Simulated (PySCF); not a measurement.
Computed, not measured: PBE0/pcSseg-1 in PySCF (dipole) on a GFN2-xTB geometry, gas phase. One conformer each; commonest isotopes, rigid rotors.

Species:
1. `[CH3:1][S:2][Si@@H:3]([F:4])[C:5]([CH3:6])([CH3:7])[CH3:8]` with C1–S2–Si3–F4 46°
2. `[CH3:1][CH2:2][CH2:3][S:4][Si@H:5]([CH3:6])[CH2:7][F:8]` with C1–C2–C3–S4 -177°, C2–C3–S4–Si5 -67°, C3–S4–Si5–C6 -44°, S4–Si5–C7–F8 -174°
3. `[CH3:1]/[N:2]=[CH:3]\[C:4]#[C:5][C@@H:6]1[SiH2:7][C@@H:8]1[SiH2:9][Cl:10]` with Si7–C8–Si9–Cl10 102°
4. `[CH3:1][SiH2:2][CH2:3][C@@H:4]([CH3:5])[S:6][CH2:7][F:8]` with C1–Si2–C3–C4 166°, Si2–C3–C4–C5 67°, C3–C4–S6–C7 151°, C4–S6–C7–F8 -68°

Rotational constants (MHz) and dipole components (D):

```
set     A      B      C    μa    μb    μc
  P  2743  618.3  556.7  2.10  0.90  0.81
  Q  1047  453.2  346.4  1.63  2.68  0.41
  R  2272  925.0  794.0  0.38  0.08  0.70
  S  2585  558.2  535.8  0.64  1.19  0.43
```

**Question.** Which set belongs to which species?

**Answer.** P = 2, Q = 3, R = 1, S = 4.

- 1 (set R): mass 152.0 u, 8 heavy atoms, longest extent 7.7 Å, C1, asymmetric top, Ia, Ib, Ic = 222.5, 546.4, 636.5 u·Å².
- 2 (set P): mass 152.0 u, 8 heavy atoms, longest extent 8.2 Å, C1, near-prolate asymmetric top, Ia, Ib, Ic = 184.2, 817.4, 907.9 u·Å².
- 3 (set Q): mass 187.0 u, 10 heavy atoms, longest extent 7.9 Å, C1, asymmetric top, Ia, Ib, Ic = 482.7, 1115.0, 1459.0 u·Å².
- 4 (set S): mass 152.0 u, 8 heavy atoms, longest extent 8.8 Å, C1, near-prolate asymmetric top, Ia, Ib, Ic = 195.5, 905.4, 943.3 u·Å².

Each constant is 505379 MHz·u·Å² over a principal moment. Point groups hold within 0.08 Å; constants that symmetry makes equal can differ a little in the computed geometry, and forbidden dipole components can keep a residue. No structure here is proved a minimum.
